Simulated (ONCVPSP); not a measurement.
Pseudopotential generation for Ag (Z = 47): ONCV, PBEsol, scalar-relativistic.

silver, optimised norm-conserving Vanderbilt (ONCV), made with ONCVPSP 4.0.1 (PBEsol, scalar-relativistic). Core [Ar] 3d10 4s2, reference 4p6 4d10 5s0.5 (charge +0.5). Waves: 5s: rc 2.50 bohr, ncon 4, nbas 8, qcut 2.7 1/bohr, 2 projectors, debl 1.6 Ha; 4p: rc 1.65 bohr, ncon 3, nbas 6, qcut 8.6 1/bohr, 2 projectors, debl 1.7 Ha; 4d: rc 1.75 bohr, ncon 5, nbas 9, qcut 9 1/bohr, 3 projectors, debl 2.9 Ha. Local part: polynomial inside 1.60 bohr (lpopt 5, dvloc0 0 Ha). Core correction: Teter function, fcfact 5, rcfact 1.1.

In the p channel the program set the typed energies aside and used -2.295, 0.250 Ha.

Calculated quality:

```json
{
  "Cutoffs needed": "29 Ha and 34 Ha (the cutoffs (Ha) at which the residual kinetic energy of the hardest occupied pseudo-wave falls to 1 and 0.1 mHa per electron)",
  "Ghost test": "ghosts flagged at negative energy: s at -1.49 eV; no localised positive-energy state flagged; a true bound ghost makes a file unfit for plane-wave use",
  "Configuration tests": "2 of 4 tests not solved or not reliable",
  "rms error of d²Exc/dni dnj": "3.22 mHa without and 1.94 mHa with the model core"
}
```

Generation and tests took about 3.6 s on one core of a shared server CPU.
